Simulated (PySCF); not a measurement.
The vertical singlet excitations below were computed for one of the candidates. Computed with TDDFT CAM-B3LYP/def2-SVPD, vertical, gas phase, core orbitals frozen in the response in PySCF 2.14.0, density-fitted response routines. Geometries: GFN2-xTB, one conformer each.

| state | λ (nm) | f |
| --- | --- | --- |
| S1 | 498.4 | 0.0001 |
| S2 | 238.4 | 0.0003 |
| S3 | 219.5 | 0.231 |
| S4 | 201.0 | 0.065 |
| S5 | 198.7 | 0.036 |
| S6 | 187.0 | 0.010 |
| S7 | 176.9 | 0.0004 |
| S8 | 172.9 | 0.0047 |

Triplets computed (Tamm–Dancoff): 2.04, 3.17, 4.92 eV.

Orbital energies (eV): HOMO-3 -10.77, HOMO-2 -9.53, HOMO-1 -9.51, HOMO -7.74, LUMO -1.02, LUMO+1 1.13, LUMO+2 1.72.

Question: Which candidate is it?
A. `CC[Si@@](C)(O)S`
B. `C#CC(=O)OCF`
C. `C#Cc1pcc(C)s1`
D. `C([C@H](C)OC)(=S)C`
E. `CO[C@@]1(F)CS1`

Answer: D. Its S1, at 2.49 eV, is the lowest among the candidates; the nearest of the others has S1 at 4.09 eV. S1 is HOMO→LUMO (98%). S1 has the pattern of n→π* at C=S. At the same level the other candidates give, for their lowest levels:
- `CO[C@@]1(F)CS1`: 253 nm (f 0.000); 193 nm (f 0.021); 179 nm (f 0.052); 175 nm (f 0.030); 167 nm (f 0.045); T1 4.46 eV; HOMO -8.35, LUMO 0.69 eV
- `C#CC(=O)OCF`: 247 nm (f 0.000); 213 nm (f 0.000); 202 nm (f 0.084); 177 nm (f 0.000); 171 nm (f 0.103); T1 4.59 eV; HOMO -10.22, LUMO -0.69 eV
- `CC[Si@@](C)(O)S`: 199 nm (f 0.030); 184 nm (f 0.058); 174 nm (f 0.013); 165 nm (f 0.034); 161 nm (f 0.015); T1 5.81 eV; HOMO -8.54, LUMO 0.79 eV
- `C#Cc1pcc(C)s1`: 303 nm (f 0.213); 261 nm (f 0.003); 257 nm (f 0.080); 240 nm (f 0.000); 236 nm (f 0.005); T1 2.39 eV; HOMO -7.59, LUMO -0.97 eV

Shape of the structure used: `[CH3:1][O:2][C@@H:3]([CH3:4])[C:5]([CH3:6])=[S:7]`: C1–O2–C3–C4 166°, O2–C3–C5–C6 -46°.
